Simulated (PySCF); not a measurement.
C₃H₃F₄, SMILES F[C](F)CC(F)F, multiplicity 2. Geometry optimised at r2SCAN-D4/def2-SVP. The isomer is the one that the SMILES or the coordinates give; other isomers of the formula were not compared. The values are those of a single conformer.

### Question
Give the equilibrium geometry at r2SCAN-D4/def2-SVP (PySCF confirms it by a frequency run) as bond lengths and angles. (Estimate from the structure and the level; the computed values follow.)

### Answer
One answer among several that fit: 
Atoms: F1 C2 F3 C4 C5 F6 F7 H8 H9 H10. Bonds (Å): F1–C2 1.331, C2–F3 1.338, C2–C4 1.489, C4–C5 1.513, C4–H8 1.101, C4–H9 1.108, C5–F6 1.358, C5–F7 1.358, C5–H10 1.105. Angles (°): F1–C2–F3 110.4, F1–C2–C4 114.9, F3–C2–C4 114.4, C2–C4–C5 112.6, C2–C4–H8 109.6, C2–C4–H9 109.7, C5–C4–H8 108.4, C5–C4–H9 108.6, H8–C4–H9 107.8, C4–C5–F6 109.8, C4–C5–F7 109.0, C4–C5–H10 113.2, F6–C5–F7 108.0, F6–C5–H10 108.2, F7–C5–H10 108.6.
Charge 0, spin multiplicity 2.
